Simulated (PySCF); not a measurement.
Cl3OSi, SMILES [O][Si](Cl)(Cl)Cl, multiplicity 2. Coordinates come from a ωB97X-D3(BJ)/def2-SVP optimisation. The isomer is the one that the SMILES or the coordinates give; other isomers of the formula were not compared.

Q: Give the equilibrium geometry at ωB97X-D3(BJ)/def2-SVP (PySCF confirms it by a frequency run) as bond lengths and angles, and its point group. (An estimate is asked for; the answer gives what the named calculation found.)

A: point group Cs.
Atoms: O1 Si2 Cl3 Cl4 Cl5. Bond lengths (Å): O1–Si2 1.673, Si2–Cl3 2.027, Si2–Cl4 2.027, Si2–Cl5 2.027. Bond angles (°): O1–Si2–Cl3 111.4, O1–Si2–Cl4 102.4, O1–Si2–Cl5 111.4, Cl3–Si2–Cl4 111.5, Cl3–Si2–Cl5 108.8, Cl4–Si2–Cl5 111.5.
Charge 0, spin multiplicity 2.
